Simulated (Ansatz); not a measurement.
A search over several starts for the lowest SCF solution of the cluster CdBr₂⁺ at the given spin, in a small basis.

```yaml
crystal:
  periodic: [false, false, false]
  atoms:
    - {symbol: Cd, position_ang: [-0.000185, -0.001116, 0.000922]}
    - {symbol: Br, position_ang: [-0.254258, 1.565936, 1.833727]}
    - {symbol: Br, position_ang: [0.254444, -1.564821, -1.834649]}
basis:
  gaussian: {orbitals: def2-SVP}
total_charge: 1
magnetization: {spin_polarized: true, initial_magnetization: 1}
hamiltonian: {xc: pbe0, dispersion: d4}
output: {orbitals: {seedname: orbitals}}
```

```sh
$ ansatz run in.yaml --threads 4 --pin off --events-out ev --progress --plain --max-ram 3916MiB
```

It prints (some lines left out):

```
Functional definition: PBE0
934 factors; integrals over basis functions are off by at most 5.4e-4 eV
mean field evaluation 1: about -144613.8455 eV, gradient 1.9e1 eV
mean field evaluation 2: about -144612.6337 eV, gradient 2.7e1 eV
mean field evaluation 4: about -144616.0488 eV, gradient 5.5e-1 eV
mean field evaluation 8: about -144616.1129 eV, gradient 4.6e-2 eV
mean field evaluation 16: about -144616.1129 eV, gradient 2.1e-5 eV
mean field evaluation 32: about -144616.0258 eV, gradient 3.2e0 eV
mean field -144616.11293816 eV, -5314.5441261552 hartree, gradient 2.4e-6 eV, S^2 0.755513; 6 other end points of the search recorded, 0 dependent functions left out
reference -144616.11296573 eV, -5314.5441271686 hartree; 45, 44 occupied and 50, 51 virtual orbitals, 934 factors
Total energy: -144616.18273934 eV, -5314.5466913014 hartree
```

Run time 17 s (4 threads of Arm Neoverse V2 on a shared host), peak host memory 0.55 GiB.

In the def2 sets Cd takes a core potential; there is no spin–orbit coupling. The structure comes from a short search, and lower isomers may exist.
